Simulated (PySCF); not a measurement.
# CH5O4PSi

The system: CH5O4PSi, a silylene (divalent Si1, bonded to 1 C + 1 O); neutral, singlet. The structure, one conformer, was relaxed in the gas phase by PBE0-D3(BJ)/def2-SVP. No frequency run checks that it is a minimum.

The strong deshielding of the divalent centre rests on a low-lying excitation, and density functionals tend to overstate it.

SMILES: C[Si]OP(=O)(O)O

```tsv
atom	x (Å)	y (Å)	z (Å)
Si1	-1.519	-0.546	-1.455
C2	-2.155	-0.051	0.256
O3	0.171	-0.413	-1.193
P4	1.133	-0.166	0.063
O5	0.829	-0.908	1.297
O6	2.579	-0.454	-0.588
O7	1.114	1.433	0.251
H8	-1.691	-0.670	1.044
H9	-3.252	-0.113	0.324
H10	-1.847	0.990	0.472
H11	3.092	-1.023	0.000
H12	1.584	1.895	-0.455
```

Shieldings: GIAO PBE0/pcSseg-1. Shifts are against computed references at the same level: C TMS (σ 184.4 ppm), H TMS (σ 31.27 ppm), Si TMS (σ 352.0 ppm). Core levels by delta-SCF with SCAN, pcX-2 on the ionised atom and pcseg-1 elsewhere, spin-free X2C (2p3/2 is the spin-free 2p value less a third of a first-order spin-orbit splitting); from the vacuum level, for chosen atoms.

Task: Give the NMR and core-level values of the distinct atoms.

Result: 
```
    atoms   bonded to  σ (ppm)  δ (ppm)  core level (eV)
      Si1   1 C + 1 O   -106.6    458.6     2p3/2 107.86
       C2  1 Si + 3 H    145.0     39.4        1s 290.02
       O3  1 P + 1 Si     50.7        -        1s 538.71
       P4         4 O    326.8        -     2p3/2 140.23
       O5         1 P    175.9        -        1s 537.18
       O6   1 P + 1 H    218.3        -                -
       O7   1 P + 1 H    219.3        -                -
H8 H9 H10         1 C    29.76     1.51                -
      H11         1 O    27.74     3.53                -
      H12         1 O    28.07     3.20                -
```

Values are those of this one static structure, with the three H of a rotating XH3 group averaged; atoms that internal rotation interchanges would show their mean in an NMR spectrum.

Task: Which of O3, O5 holds its core electrons tightest, and by how much against the loosest?

Result: O3 (bonded to 1 P + 1 Si), by 1.53 eV over O5 (bonded to 1 P).

Task: By CAM-B3LYP/def2-SVPD (TDDFT singlets, Tamm-Dancoff triplets, ionisation by delta-SCF), where does absorption start, and what does vertical ionisation take?

Result: The lowest singlet lies at 3.27 eV (f 0.028), the strongest of the first 6 at 5.98 eV (f 0.116), the lowest triplet at 1.87 eV; vertical ionisation takes 8.96 eV.
